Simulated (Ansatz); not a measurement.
Geometry optimisation, RKS B3LYP-D4/6-31G* in Ansatz 0.2.0.

Input:

```yaml
crystal:
  periodic: [false, false, false]
  atoms:
    - { symbol: B, position_ang: [0.076042, 0.553809, -0.230969] }
    - { symbol: H, position_ang: [-0.149709, -0.338537, 1.989864] }
    - { symbol: Cl, position_ang: [1.455266, -0.514129, -0.666859] }
    - { symbol: O, position_ang: [-1.207427, 0.168841, -0.448445] }
    - { symbol: H, position_ang: [-1.271781, -0.723045, -0.818431] }
    - { symbol: "N", position_ang: [0.36847, 1.864007, 0.374296] }
    - { symbol: H, position_ang: [1.299357, 2.251788, 0.358296] }
    - { symbol: H, position_ang: [-0.371918, 2.544864, 0.472281] }
    - { symbol: H, position_ang: [0.072199, 0.332801, 2.025767] }
basis:
  gaussian: { orbitals: "6-31G*" }
hamiltonian:
  xc: b3lyp
  dispersion: d4
relax:
  f_tol: 0.03
  max_steps: 50
```

Run as:

```bash
$ ansatz run input.yaml --threads 1 --pin off --max-ram 2048MiB --backend cpu --events-out ev --progress --plain --runs-dir out
```

Question: Where does it end, and by what steps?

Answer: The run converged. The force dipped under the threshold on the way, but the program's further checks kept it going. After 21 steps the energy has fallen by 0.358 eV; H2 moved furthest, 1.46 Å.

```
step  energy less start (eV)  largest force component (eV/Å)  accepted
   0                  0.0000                           2.181       yes
   1                 -0.2189                           0.820       yes
   2                 -0.3018                           0.431       yes
   3                 -0.3310                           0.236       yes
   4                 -0.3391                           0.150       yes
   5                 -0.3392                           0.259       yes
   6                 -0.3309                           0.675        no
   7                 -0.3426                           0.142       yes
   8                 -0.3461                           0.044       yes
   9                 -0.3294                           0.773        no
  10                 -0.3484                           0.034       yes
  11                 -0.3495                           0.133       yes
  12                 -0.3509                           0.181       yes
  13                 -0.3531                           0.171       yes
  14                 -0.3553                           0.114       yes
  15                 -0.3568                           0.081       yes
  16                 -0.3571                           0.169       yes
  17                 -0.3577                           0.058       yes
  18                 -0.3581                           0.014       yes
  19                 -0.3583                           0.008       yes
  20                 -0.3583                           0.055       yes
  21                 -0.3583                           0.017       yes
```

```xyz
9
Properties=species:S:1:pos:R:3
B 0.037 0.589 -0.615
H 0.140 0.024 3.379
Cl 1.435 -0.414 -1.168
O -1.224 0.310 -1.051
H -1.247 -0.449 -1.649
N 0.273 1.646 0.272
H 1.191 1.897 0.604
H -0.478 2.238 0.597
H 0.142 0.299 2.687
```

Whether the end is a true minimum wasn't checked by a vibrational analysis.

Time of the run: 35 s on 1 thread of AMD EPYC 9R45 96-Core Processor (Zen 5) (shared host), peak memory 0.19 GiB.
